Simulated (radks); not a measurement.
The numbers below are computed, except where a source is named.
Kr4+, configuration [Ar] 3d9.75 4s2 4p2 5s0.25 (fractional occupations, a model configuration).

Level of theory: Dirac Kohn-Sham, PW91, spin-unpolarised, spherical densities, point nucleus; open shells are shared between the two j in proportion to 2j + 1 (a radial shooting solver on a logarithmic mesh with Libxc functionals).

Energy parts (hartree):
| part | energy |
|---|---|
| total | -2785.36748 |
| kinetic | 2860.64886 |
| electron-nucleus | -6658.01902 |
| Hartree | 1107.16249 |
| exchange-correlation | -95.15981 |

Orbitals (lengths in bohr, moments of r in powers of bohr):
| orbital | occ. | eigenvalue (hartree) | <r^4> | small-component weight |
|---|---|---|---|---|
| 1s1/2 | 2 | -522.5975 | 0.00001385 | 1.71e-02 |
| 2s1/2 | 2 | -70.85559 | 0.002719 | 3.39e-03 |
| 2p1/2 | 2 | -64.27196 | 0.001860 | 3.39e-03 |
| 2p3/2 | 4 | -62.29194 | 0.002021 | 3.31e-03 |
| 3s1/2 | 2 | -11.98118 | 0.1626 | 8.36e-04 |
| 3p1/2 | 2 | -9.65353 | 0.1822 | 7.85e-04 |
| 3p3/2 | 4 | -9.35954 | 0.1963 | 7.63e-04 |
| 3d3/2 | 3.9 | -5.29967 | 0.2756 | 6.47e-04 |
| 3d5/2 | 5.85 | -5.25072 | 0.2827 | 6.41e-04 |
| 4s1/2 | 2 | -2.76674 | 7.509 | 1.69e-04 |
| 4p1/2 | 0.666667 | -2.17575 | 11.54 | 1.41e-04 |
| 4p3/2 | 1.33333 | -2.13776 | 12.21 | 1.37e-04 |
| 4d3/2 | 0 | -1.28223 | 37.19 | 8.71e-05 |
| 4d5/2 | 0 | -1.27788 | 37.70 | 8.67e-05 |
| 5s1/2 | 0.25 | -1.09536 | 155.6 | 5.31e-05 |
| 5p1/2 | 0 | -0.91660 | 243.7 | 4.48e-05 |
| 5p3/2 | 0 | -0.90684 | 253.5 | 4.42e-05 |

The highest occupied level is 5s1/2 at -29.806 eV. The configuration is held as typed, so some empty levels lie below it. The density falls to 0.001 e/bohr^3 at r = 3.37 bohr.

Run on one thread of a shared host, so times are rough (Arm Neoverse N1): 0.18 s of CPU time, 0.18 s wall, 14 iterations on 2476 mesh points.
